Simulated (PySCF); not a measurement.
Spinor energies of Sm⁴⁺ (samarium, charge +4)

Start: [Xe] 4f4; 4f5/2 filled at m_j = -1/2, +1/2, +3/2, +5/2. Calculated with PySCF 2.14 in x2c-QZVPPall-2c: generalised Hartree-Fock with the X2C-1e Hamiltonian and a Gaussian nucleus; one run each with spin-orbit coupling (SO) switched off, then screened by Boettger's factors.

```json
{"spinor shell": "1s1/2", "electrons": "2", "ε, spin-free (eV)": "-47118.7", "ε, screened SO (eV)": "-47110.8", "weight of nominal j (screened SO)": "1.000", "rms radius, screened SO (bohr)": "0.0259"}
{"spinor shell": "2s1/2", "electrons": "2", "ε, spin-free (eV)": "-7862.0", "ε, screened SO (eV)": "-7859.4", "weight of nominal j (screened SO)": "1.000", "rms radius, screened SO (bohr)": "0.105"}
{"spinor shell": "2p1/2", "electrons": "2", "ε, spin-free (eV)": "-7012.8", "ε, screened SO (eV)": "-7436.6", "weight of nominal j (screened SO)": "1.000", "rms radius, screened SO (bohr)": "0.0900"}
{"spinor shell": "3s1/2", "electrons": "2", "ε, spin-free (eV)": "-1815.4", "ε, screened SO (eV)": "-1814.5", "weight of nominal j (screened SO)": "1.000", "rms radius, screened SO (bohr)": "0.271"}
{"spinor shell": "3p1/2", "electrons": "2", "ε, spin-free (eV)": "-1544.2", "ε, screened SO (eV)": "-1632.0", "weight of nominal j (screened SO)": "1.000", "rms radius, screened SO (bohr)": "0.263"}
{"spinor shell": "3p3/2", "electrons": "4", "ε, spin-free (eV)": "-1544.2", "ε, screened SO (eV)": "-1505.6", "weight of nominal j (screened SO)": "1.000", "rms radius, screened SO (bohr)": "0.276"}
{"spinor shell": "3d3/2", "electrons": "4", "ε, spin-free (eV)": "-1176.2", "ε, screened SO (eV)": "-1192.7", "weight of nominal j (screened SO)": "0.996", "rms radius, screened SO (bohr)": "0.248"}
{"spinor shell": "3d5/2", "electrons": "6", "ε, spin-free (eV)": "-1176.2", "ε, screened SO (eV)": "-1164.4", "weight of nominal j (screened SO)": "0.998", "rms radius, screened SO (bohr)": "0.251"}
{"spinor shell": "4s1/2", "electrons": "2", "ε, spin-free (eV)": "-425.82", "ε, screened SO (eV)": "-425.52", "weight of nominal j (screened SO)": "1.000", "rms radius, screened SO (bohr)": "0.613"}
{"spinor shell": "4p1/2", "electrons": "2", "ε, spin-free (eV)": "-333.47", "ε, screened SO (eV)": "-354.57", "weight of nominal j (screened SO)": "0.981", "rms radius, screened SO (bohr)": "0.631"}
{"spinor shell": "4p3/2", "electrons": "4", "ε, spin-free (eV)": "-333.47", "ε, screened SO (eV)": "-323.97", "weight of nominal j (screened SO)": "0.991", "rms radius, screened SO (bohr)": "0.658"}
{"spinor shell": "4d3/2", "electrons": "4", "ε, spin-free (eV)": "-200.25", "ε, screened SO (eV)": "-207.86", "weight of nominal j (screened SO)": "0.783", "rms radius, screened SO (bohr)": "0.711"}
{"spinor shell": "4d5/2", "electrons": "6", "ε, spin-free (eV)": "-200.25", "ε, screened SO (eV)": "-194.90", "weight of nominal j (screened SO)": "0.855", "rms radius, screened SO (bohr)": "0.718"}
{"spinor shell": "5s1/2", "electrons": "2", "ε, spin-free (eV)": "-98.278", "ε, screened SO (eV)": "-98.218", "weight of nominal j (screened SO)": "1.000", "rms radius, screened SO (bohr)": "1.44"}
{"spinor shell": "5p1/2", "electrons": "2", "ε, spin-free (eV)": "-71.322", "ε, screened SO (eV)": "-74.925", "weight of nominal j (screened SO)": "0.965", "rms radius, screened SO (bohr)": "1.57"}
{"spinor shell": "5p3/2", "electrons": "4", "ε, spin-free (eV)": "-71.322", "ε, screened SO (eV)": "-69.703", "weight of nominal j (screened SO)": "0.982", "rms radius, screened SO (bohr)": "1.65"}
{"spinor shell": "4f5/2", "electrons": "4", "ε, spin-free (eV)": "-66.300", "ε, screened SO (eV)": "-66.315", "weight of nominal j (screened SO)": "0.715", "rms radius, screened SO (bohr)": "0.906"}
```

Where does 2p3/2 lie, and what is the 2p spin-orbit splitting (screened SO)?

At -6829.5 eV, 607.08 eV above 2p1/2.

```
   quantity     spin-free   screened SO
E (hartree)  -10417.41019  -10423.40152
        M_J             4             4
       ⟨J²⟩        24.007        23.263
       ⟨L²⟩        42.005        41.785
       ⟨S²⟩         6.002         5.961
```

The determinant has a definite M_J but mixes levels of different J.

Each row is a mean over spinors that exchange with the open shell spreads, by up to 11.958 eV (4d3/2).

Rows whose weight is well below 1 are mixtures of j = l ± 1/2: exchange outweighs spin-orbit coupling there, and the label is only the starting occupation.

Breit and QED terms are absent; they matter most for the inner s and p1/2 levels.

Densities and radii are taken from the X2C orbitals without a picture-change correction, which distorts them close to the nucleus.

Without spin-orbit coupling the j labels of p, d and f shells carry no meaning; the spin-free column gives the mean over the occupied spinors of each nl shell, and its ⟨J²⟩ belongs to a mixture of degenerate components.
